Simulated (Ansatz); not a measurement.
The same molecule with X = Ti, Zr, Hf. Ansatz, PBE0-D4/def2-TZVP geometries, multiplicity 1. Each molecule was computed in one conformer, which needn't be the lowest.

Elements past krypton have def2 core potentials. Scalar relativity is left out up to krypton.

```json
{"X": "Ti", "molecule": "`[OH][Ti]([F])([F])[F]`", "mean X–F bond length / Å": "1.750", "mean X–O bond length / Å": "1.762", "HOMO energy (ωB97M-V/def2-TZVPP) / eV": "-13.06", "LUMO energy (PBE/def2-TZVPP) / eV": "-3.50", "HOMO energy (PBE0/def2-TZVPP) / eV": "-10.59"}
{"X": "Hf", "molecule": "`[OH][Hf]([F])([F])[F]`", "mean X–F bond length / Å": "1.906", "mean X–O bond length / Å": "1.901", "HOMO energy (ωB97M-V/def2-TZVPP) / eV": "-12.73", "LUMO energy (PBE/def2-TZVPP) / eV": "-1.31", "HOMO energy (PBE0/def2-TZVPP) / eV": "-10.24"}
```

Give the row for X = Zr, `[OH][Zr]([F])([F])[F]`. (An estimate is asked.)

The calculation gave: 
| X | molecule | mean X–F bond length / Å | mean X–O bond length / Å | HOMO energy (ωB97M-V/def2-TZVPP) / eV | LUMO energy (PBE/def2-TZVPP) / eV | HOMO energy (PBE0/def2-TZVPP) / eV |
| --- | --- | --- | --- | --- | --- | --- |
| Zr | `[OH][Zr]([F])([F])[F]` | 1.904 | 1.899 | -12.74 | -1.51 | -10.26 |

From Ti to Hf the mean X–F bond length rises at each step, by 0.156 Å in all; the mean X–O bond length rises at each step, by 0.139 Å in all; the HOMO energy (ωB97M-V/def2-TZVPP) rises at each step, by 0.33 eV in all; the LUMO energy (PBE/def2-TZVPP) rises at each step, by 2.19 eV in all; the HOMO energy (PBE0/def2-TZVPP) rises at each step, by 0.35 eV in all.
